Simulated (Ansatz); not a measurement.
CH2AlBO. Total charge 0; spin multiplicity 1. The bonds changed during the relaxation, so this is another structure than the one it started from.

```
atom    x (Å)    y (Å)    z (Å)
  O1   0.4148  -1.0675  -2.0855
  C2   0.3149  -0.8951  -0.9463
  B3   0.1725  -0.6200   0.4575
 Al4  -0.4035   1.2313   0.5782
  H5   0.3732  -1.3880   1.3422
  H6  -0.8718   2.7393   0.6539
```

(1) What are the harmonic wavenumbers in cm⁻¹ at PBE0-D4/def2-TZVP (Ansatz, finite differences of forces, unscaled)? (Best estimate.)

(2) Is this a minimum?

(3) Give the ideal-gas thermochemistry at 298.15 K and 1 bar (rigid rotor, harmonic oscillator; point group Cs, symmetry number 1).

(4) And at 400, 500, 600, 800 and 1000 K?

(5) Rotational constants (cm⁻¹)?

Results:

(1) Computed: 88, 324, 370, 391, 523, 528, 657, 829, 1087, 1948, 2091, 2682.

(2) Yes, all 12 modes are real.

(3) Zero-point energy 68.9 kJ/mol; H(298) − E = 85.2 kJ/mol; entropy 302.7 J/(mol·K), of which translation 161.4, rotation 104.2, vibration 37.1; G(298) − E = -5.0 kJ/mol. Modes under 100 cm⁻¹ are hindered rotations or soft bends, so the harmonic entropy is rough.

(4) 
```csv
T (K),H − E (kJ/mol),S (J/mol/K),G − E (kJ/mol)
400,93.8,327.3,-37.1
500,103.0,347.8,-70.9
600,112.8,365.7,-106.6
800,133.9,396.0,-182.9
1000,156.3,421.0,-264.7
```

(5) 0.7205, 0.1086, 0.09439.
